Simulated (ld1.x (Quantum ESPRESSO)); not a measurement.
# Building the ultrasoft potential for promethium (PBE, scalar-relativistic).

* Element: promethium
* Generator: ld1.x (Quantum ESPRESSO) 7.5
* Type: ultrasoft
* Functional: PBE
* Relativity: scalar-relativistic
* Frozen core: [Kr] 4d10
* Valence charge: 15
* Reference configuration: 4f4.5 5s2 5p6 5d0.5 6s2 6p0
* Partial waves: 5s (bound): rcut 2.00, rcutus 2.75 bohr; 6s (bound): rcut 2.00, rcutus 2.75 bohr; 5p (bound): rcut 2.20, rcutus 2.35 bohr; 6p (bound, empty): rcut 2.20, rcutus 2.35 bohr; 5d (bound): rcut 3.00, rcutus 3.45 bohr; 5d channel at 0.65 Ry: rcut 3.00, rcutus 3.45 bohr; 4f (bound): rcut 0.85, rcutus 1.05 bohr; 4f channel at 2.2 Ry: rcut 0.85, rcutus 1.05 bohr
* Local potential: all-electron potential smoothed inside 2.15 bohr (lloc = -1)
* Core correction: a·sin(br)/r model core inside 0.70 bohr
* Augmentation charge: built from norm-conserving waves at rcut, not smoothed further

All-electron outer shells of the reference configuration (PBE, scalar-relativistic, ld1.x):

```csv
shell,level (eV),outermost node (bohr),outermost maximum (bohr)
4p,-239.93,0.31,0.58
4d,-125.86,0.29,0.60
5s,-43.52,0.70,1.29
5p,-24.00,0.75,1.46
4f,-4.67,–,0.63
6s,-3.76,1.72,3.63
5d,-2.32,0.85,2.12
6p,-1.29,2.06,4.84
```

Task: Does the generator finish with these settings?

Result: Yes, a potential is produced.

Task: Is the overlap operator S = 1 + Σ q|β⟩⟨β| positive definite (Bessel basis up to 400 Ry)?

Result: No: its lowest eigenvalue is -5.635, in the d channel, so the generalised eigenproblem breaks down once the basis is large enough.

Task: Tests: 4f5 5s2 5p6 5d0 6s2 6p0; 4f5 5s2 5p6 5d0 6s1 6p0; 4f5 5s2 5p6 5d0 6s0 6p0; 4f4 5s2 5p6 5d0 6s2 6p0; 4f5 5s2 5p6 5d1 6s0 6p0; 4f5 5s2 5p6 5d0 6s0 6p1; 4f4 5s2 5p6 5d1 6s2 6p0. Which has the largest error in its energy relative to the reference configuration, and how large is it?

Result: 4f5 5s2 5p6 5d1 6s0 6p0, with +1974 meV (all-electron minus pseudo) on +6.43 eV.

A Bessel basis up to 400 Ry misses an occupied level by 0.39 Ry, so cutoffs and ghosts were not judged. Its overlap operator is not positive definite in a basis up to 400 Ry (lowest eigenvalue s -0.01, d -5.63), so the file is unfit for use: the generalised eigenproblem breaks down once the basis is large enough, and its test numbers describe a broken file. The potential misses its own reference levels by up to 1.5 eV, so it is not fit for use.
